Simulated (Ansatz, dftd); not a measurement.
Species: SiH2Cl, charge 0, doublet. SiH2Cl (SMILES Cl[SiH2], doublet).
B3LYP-D3(BJ)/def2-TZVP minimum from Ansatz (a quantum-chemistry and plane-wave program):
```xyz
4

Si     0.8482    -0.5964     0.0451
Cl    -0.7918     0.6599    -0.0481
H      0.7777    -1.3629     1.3143
H      0.8078    -1.5048    -1.1282
```
Charge 0, spin multiplicity 2.

Property: atomisation energy (electronic, to ground-state atoms), in kcal/mol. UHF or UKS for unpaired electrons; spin-orbit terms are left out. CBS(X,Y): correlation extrapolated as X^-3, Hartree-Fock from the larger set (Q,5: extrapolated as (X+1)exp(-9√X)). A bracket is a step between two methods taken in the basis named. The functionals are non-relativistic, so their misses hold any scalar relativity. Double hybrids freeze cores in their MP2 part. '+ core + X2C': CCSD(T) terms for core correlation (cc-pwCVTZ, 1s frozen past Ne) and scalar relativity (cc-pVTZ-DK). For partners of very few electrons the exact lower level stands in for a higher one.

Compared with CCSD(T)/CBS(cc-pV(Q+d)Z,cc-pV(5+d)Z) + [CCSDT(Q) - CCSD(T)]/cc-pV(T+d)Z + core + X2C (Ansatz): 242.9 kcal/mol.

**Question.** Rank these levels by how close they come to it, closest first: r2SCAN-D4/def2-TZVPD (Ansatz + dftd4); B2GP-PLYP/def2-TZVPD (Ansatz); PBE0-D3(BJ)/def2-TZVPD (Ansatz + dftd3); CAM-B3LYP-D4/def2-TZVPD (Ansatz + dftd4).

**Answer.** CAM-B3LYP-D4/def2-TZVPD (242.4 kcal/mol, difference -0.5), PBE0-D3(BJ)/def2-TZVPD (242.0 kcal/mol, difference -0.9), r2SCAN-D4/def2-TZVPD (246.8 kcal/mol, difference 3.9), B2GP-PLYP/def2-TZVPD (238.2 kcal/mol, difference -4.7)
